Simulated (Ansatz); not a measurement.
One change: `O=CC(O)[SiH2]O` becomes `O=CC(O)[SiH3]`.

Ansatz, PBE0-D4/def2-TZVP geometries, multiplicity 1. Each molecule was computed in one conformer, which needn't be the lowest.

```
                                          property  `O=CC(O)[SiH2]O`
               LUMO energy (B3LYP/def2-TZVPP) / eV             -1.49
           HOMO–LUMO gap (ωB97M-V/def2-TZVPP) / eV             11.04
                LUMO energy (PBE0/def2-TZVPP) / eV             -1.22
             HOMO energy (ωB97M-V/def2-TZVPP) / eV            -10.09
size of the dipole moment (ωB97M-V/def2-TZVPP) / D              1.23
               HOMO energy (B3LYP/def2-TZVPP) / eV             -7.59
```

**Question.** What does the change do to each property? (An estimate is asked.)

**Answer.** The calculation gave: 
| property | `O=CC(O)[SiH3]` | shift |
| --- | --- | --- |
| LUMO energy (B3LYP/def2-TZVPP) / eV | -1.45 | 0.04 |
| HOMO–LUMO gap (ωB97M-V/def2-TZVPP) / eV | 11.14 | 0.10 |
| LUMO energy (PBE0/def2-TZVPP) / eV | -1.18 | 0.04 |
| HOMO energy (ωB97M-V/def2-TZVPP) / eV | -10.12 | -0.03 |
| size of the dipole moment (ωB97M-V/def2-TZVPP) / D | 2.29 | 1.06 |
| HOMO energy (B3LYP/def2-TZVPP) / eV | -7.60 | -0.01 |

Dipoles are sizes alone; their direction can turn.

B3LYP here is the variant with VWN-RPA as its local correlation; programs differ in this.
